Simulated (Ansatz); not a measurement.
Program: Ansatz. Geometries: PBE0-D4/def2-TZVP. ΔE: electronic, gas phase. CBS: MP2 limit from def2 TZ/QZ plus the TZ coupled-cluster correction, frozen cores. def2 core potentials past Kr. For Br, Cd outer-core shells are correlated without core-valence functions, which leaves a few kJ/mol of doubt a bond. Scalar relativity is left out up to krypton.

Consider the redistribution: `[CH3][Cd][F]` + `Br[Si]Br` → `[F][Cd][Br]` + `C[Si]Br`.

```
       species  HF/def2-TZVPP energy (Eh)
`[CH3][Cd][F]`                 -305.98350
    `Br[Si]Br`                -5433.83790
 `[F][Cd][Br]`                -2838.84316
     `C[Si]Br`                -2900.99803
```

(1) Work out ΔE.

Largest T1 diagnostic among the species: 0.014.

## Answers

(1) ΔE = (-2838.84316) + (-2900.99803) − (-305.98350) − (-5433.83790) = -0.01979 Eh = -0.54 eV. CCSD(T)/CBS gives -0.10 eV.

From BLYP to BHLYP (50 % exact exchange), in def2-TZVPP and without D4, ΔE moves by −0.33 eV. In def2-TZVPP, CCSD(T) changes the Hartree–Fock value by +0.51 eV (the triples alone add +0.08 eV) and MP2 by +0.64 eV. Leaving LDA and LC-ωPBE aside and taking each functional with its dispersion term where it has one, the values, not all of them listed here, spread over 0.32 eV, from BHLYP-D4 to BLYP-D4. LDA lies +0.06 eV from PBE without D4.
